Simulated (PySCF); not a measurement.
A GIAO shielding run with PySCF 2.14.0 with density-fitted response routines (density fitting, non-relativistic, gas phase) on SMILES CC(C)S(C)(=O)=O, C4H10O2S:

```
{"job": {"kind": "nmr", "xc": "PBE0", "basis": "pcSseg-1"}, "charge": 0, "multiplicity": 1}
C     -1.412074     1.389240    -0.425563
C     -0.651901     0.290866     0.289228
C     -1.157320    -1.096183    -0.037903
S      1.076915     0.429992    -0.312608
C      2.027747    -0.817596     0.618024
O      1.586532     1.724393     0.052600
O      1.112377     0.068978    -1.704132
H     -0.943194     2.349117    -0.223240
H     -1.377973     1.210283    -1.498111
H     -2.450853     1.422960    -0.101816
H     -0.602075     0.478048     1.361272
H     -0.929745    -1.314619    -1.079177
H     -0.689197    -1.849518     0.590746
H     -2.234878    -1.154978     0.103943
H      1.810187    -0.693174     1.670573
H      3.075673    -0.625240     0.424794
H      1.752780    -1.800540     0.261462
```

Hardware: 1 thread of an x86-64 server CPU, shared host. The job also computes population analyses, field gradients.

Q: How large is the calculation?

A: 66 electrons, 176 basis functions and 935 auxiliary functions.

Q: How long does it take?

A: 44 s of wall time, with 14 SCF cycles and 4 response iterations. Times on a shared host scatter by some tens of per cent.
